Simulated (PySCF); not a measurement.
C$_{2}$H$_{6}$N (SMILES [CH2-]NC), charge -1, singlet, geometry from GFN2-xTB (in this run its highest filled SCF level lies above zero, so its values depend strongly on the basis, on diffuse functions most of all); WB97X/6-31G* run with PySCF.

Input for PySCF:
```python
from pyscf import gto, scf, dft

mol = gto.M(
    atom='''
C     0.068388   -0.343447    1.280013
N    -0.020316    0.577285    0.030283
C    -0.014644   -0.232449   -1.156616
H     0.074469    0.429802    2.123582
H    -1.001283   -0.749206    1.345617
H     0.851123    1.116069    0.047208
H     0.820505   -0.966737   -1.224493
H     0.018715    0.396171   -2.064198
H    -0.943784   -0.811711   -1.180078
''',
    basis='6-31g*',
    charge=-1,
    spin=0,
    verbose=4,
)

mf = dft.RKS(mol)
mf.xc = 'wb97x'
mf.grids.prune = dft.gen_grid.treutler_prune
mf.kernel()
```

It wrote (shortened):

```
PySCF version 2.14.0

[INPUT] verbose = 4
[INPUT] num. atoms = 9
[INPUT] num. electrons = 26
[INPUT] charge = -1
[INPUT] spin (= nelec alpha-beta = 2S) = 0
[INPUT] symmetry False subgroup None
[INPUT] Mole.unit = angstrom
[INPUT] Symbol           X                Y                Z      unit          X                Y                Z       unit  Magmom
[INPUT]  1 C      0.068388000000  -0.343447000000   1.280013000000 AA    0.129234590207  -0.649020768303   2.418874005883 Bohr   0.0
[INPUT]  2 N     -0.020316000000   0.577285000000   0.030283000000 AA   -0.038391675947   1.090910545820   0.057226576230 Bohr   0.0
[INPUT]  3 C     -0.014644000000  -0.232449000000  -1.156616000000 AA   -0.027673149368  -0.439264947929  -2.185687471290 Bohr   0.0
[INPUT]  4 H      0.074469000000   0.429802000000   2.123582000000 AA    0.140726014770   0.812208067790   4.012988383056 Bohr   0.0
[INPUT]  5 H     -1.001283000000  -0.749206000000   1.345617000000 AA   -1.892150643183  -1.415794150881   2.542847598559 Bohr   0.0
[INPUT]  6 H      0.851123000000   1.116069000000   0.047208000000 AA    1.608389368318   2.109064746117   0.089210190888 Bohr   0.0
[INPUT]  7 H      0.820505000000  -0.966737000000  -1.224493000000 AA    1.550529733836  -1.826868164484  -2.313956411447 Bohr   0.0
[INPUT]  8 H      0.018715000000   0.396171000000  -2.064198000000 AA    0.035366224421   0.748654688495  -3.900768886875 Bohr   0.0
[INPUT]  9 H     -0.943784000000  -0.811711000000  -1.180078000000 AA   -1.783493280747  -1.533911482297  -2.230024225624 Bohr   0.0

nuclear repulsion = 75.8101513173345
number of shells = 30
number of NR pGTOs = 105
number of NR cGTOs = 54
basis = 6-31g*
ecp = {}

******** <class 'pyscf.dft.rks.RKS'> ********
method = RKS
initial guess = minao
damping factor = 0
level_shift factor = 0
DIIS = <class 'pyscf.scf.diis.CDIIS'>
diis_start_cycle = 1
diis_space = 8
diis_damp = 0
SCF conv_tol = 1e-09
SCF conv_tol_grad = None
SCF max_cycles = 50
direct_scf = True
direct_scf_tol = 1e-13
XC library pyscf.dft.libxc version 7.1.2
    S. Lehtola, C. Steigemann, M. J. T. Oliveira, and M. A. L. Marques,  SoftwareX 7, 1–5 (2018)
XC functionals = wb97x
    J.-D. Chai and M. Head-Gordon,  J. Chem. Phys. 128, 084106 (2008)
radial grids:
    Treutler-Ahlrichs [JCP 102, 346 (1995); DOI:10.1063/1.469408] (M4) radial grids

becke partition: Becke, JCP 88, 2547 (1988); DOI:10.1063/1.454033
pruning grids: <function treutler_prune>
grids dens level: 3
symmetrized grids: False
atomic radii adjust function: <function treutler_atomic_radii_adjust>
small_rho_cutoff = 0
Set gradient conv threshold to 3.16228e-05
Initial guess from minao.
tot grids = 86624
init E= -134.395497903725
  HOMO = -0.16990991346462  LUMO = 0.106352697339658  gap/eV = 7.51749
cycle= 1 E= -134.335944252568  delta_E= 0.0596  |g|= 0.46  |ddm|= 2.54
  HOMO = 0.136121613132522  LUMO = 0.390974350983213  gap/eV = 6.93490
cycle= 2 E= -134.370822230023  delta_E= -0.0349  |g|= 0.348  |ddm|= 1.08
  HOMO = 0.0382697809232835  LUMO = 0.380405917090916  gap/eV = 9.31000
cycle= 3 E= -134.400180942485  delta_E= -0.0294  |g|= 0.0347  |ddm|= 0.392
  HOMO = 0.0309458930194233  LUMO = 0.380577315721924  gap/eV = 9.51396
cycle= 4 E= -134.400445008424  delta_E= -0.000264  |g|= 0.0191  |ddm|= 0.0581
  HOMO = 0.0310668038144137  LUMO = 0.380399544977924  gap/eV = 9.50583
cycle= 5 E= -134.400534036502  delta_E= -8.9e-05  |g|= 0.00388  |ddm|= 0.0234
  HOMO = 0.0302012584683284  LUMO = 0.380185817127911  gap/eV = 9.52356
cycle= 6 E= -134.40054198801  delta_E= -7.95e-06  |g|= 0.000999  |ddm|= 0.0146
  HOMO = 0.0301851523048771  LUMO = 0.380094630797279  gap/eV = 9.52152
cycle= 7 E= -134.40054304183  delta_E= -1.05e-06  |g|= 0.000465  |ddm|= 0.00676
  HOMO = 0.0301791404420109  LUMO = 0.380141791643092  gap/eV = 9.52297
cycle= 8 E= -134.400543287043  delta_E= -2.45e-07  |g|= 0.000172  |ddm|= 0.00354
  HOMO = 0.0301775835949338  LUMO = 0.380142921736089  gap/eV = 9.52304
cycle= 9 E= -134.400543336892  delta_E= -4.98e-08  |g|= 4.57e-05  |ddm|= 0.00202
  HOMO = 0.030181738341919  LUMO = 0.380145967090468  gap/eV = 9.52301
cycle= 10 E= -134.400543340355  delta_E= -3.46e-09  |g|= 1.21e-05  |ddm|= 0.000501
  HOMO = 0.0301806803522311  LUMO = 0.380145588733362  gap/eV = 9.52303
cycle= 11 E= -134.400543340639  delta_E= -2.84e-10  |g|= 3.2e-06  |ddm|= 0.000146
  HOMO = 0.0301813205394077  LUMO = 0.380145763920325  gap/eV = 9.52302
Extra cycle  E= -134.400543340652  delta_E= -1.23e-11  |g|= 1.73e-06  |ddm|= 2.3e-05
converged SCF energy = -134.400543340652
```
